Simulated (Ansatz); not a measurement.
One change: `NCOC[SiH3]` becomes `COCN`.

Ansatz, PBE0-D4/def2-TZVP geometries, multiplicity 1. Each molecule was computed in one conformer, which needn't be the lowest.

| property | `NCOC[SiH3]` |
| --- | --- |
| HOMO–LUMO gap (ωB97M-V/def2-TZVPP) / eV | 12.10 |
| LUMO energy (PBE0/def2-TZVPP) / eV | 0.83 |
| size of the dipole moment (B3LYP/def2-TZVPP) / D | 2.53 |
| HOMO–LUMO gap (PBE0/def2-TZVPP) / eV | 8.25 |
| size of the dipole moment (ωB97M-V/def2-TZVPP) / D | 2.53 |
| LUMO energy (PBE/def2-TZVPP) / eV | 0.01 |

Problem. What does the change do to each property? (Estimate.)

Solution. Ansatz gave: 
```tsv
property	`COCN`	shift
HOMO–LUMO gap (ωB97M-V/def2-TZVPP) / eV	12.17	0.07
LUMO energy (PBE0/def2-TZVPP) / eV	1.07	0.24
size of the dipole moment (B3LYP/def2-TZVPP) / D	1.39	-1.14
HOMO–LUMO gap (PBE0/def2-TZVPP) / eV	8.31	0.06
size of the dipole moment (ωB97M-V/def2-TZVPP) / D	1.41	-1.12
LUMO energy (PBE/def2-TZVPP) / eV	0.24	0.23
```

With PBE0 the HOMO rises by 0.18 eV and the LUMO rises by 0.24 eV, so the gap widens by about 0.06 eV. PBE moves the HOMO by 0.26 eV and ωB97M-V by 0.16 eV. Dipoles are sizes alone; their direction can turn.

B3LYP here is the variant with VWN-RPA as its local correlation; programs differ in this.
